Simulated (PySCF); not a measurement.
H7NO2Si2, SMILES N[Si@H](O)O[SiH3]. Atoms are numbered in the order given.

```xyz
12

N     -2.1686     0.3961     0.7738
Si    -0.9596     0.0190    -0.3873
O     -0.6024    -1.6067    -0.3214
O      0.5160     0.7307    -0.1360
Si     2.0858     0.2713     0.1714
H     -2.0057     0.2420     1.7650
H     -2.7647     1.2051     0.6265
H     -1.4828     0.4758    -1.6959
H     -1.3531    -2.2055    -0.2370
H      2.9020     1.5102     0.2992
H      2.1759    -0.4978     1.4466
H      2.6315    -0.5599    -0.9391
```
Charge 0, spin multiplicity 1.

Coordinates come from a B3LYP-D3(BJ)/def2-SVP optimisation. The structure was generated by enumeration; whether it is a known compound was not checked. Other conformers were not sampled.

Method: PBE/pcSseg-1 (PySCF).

GIAO shieldings, no solvent; atoms listed in one row are averaged. δ = σ(ref) − σ: ¹⁵N against NH3 (σ = 267.0 ppm); ²⁹Si against TMS (σ = 335.4 ppm); ¹⁷O against H2O (σ = 334.3 ppm); ¹H against TMS (σ = 31.49 ppm), references at their B3LYP-D3(BJ)/def2-TZVP geometries, non-relativistic.

Computed chemical shifts:
| nucleus | atoms | count | δ (ppm) |
|---|---|---|---|
| ¹⁵N | N1 | 1 | 44.9 |
| ²⁹Si | Si5 | 1 | -41.8 |
| ²⁹Si | Si2 | 1 | -44.3 |
| ¹⁷O | O3 | 1 | 63.7 |
| ¹⁷O | O4 | 1 | 57.7 |
| ¹H | H10, H11, H12 | 3 | 5.46 |
| ¹H | H8 | 1 | 5.05 |
| ¹H | H9 | 1 | 1.59 |
| ¹H | H7 | 1 | 1.28 |
| ¹H | H6 | 1 | 1.10 |
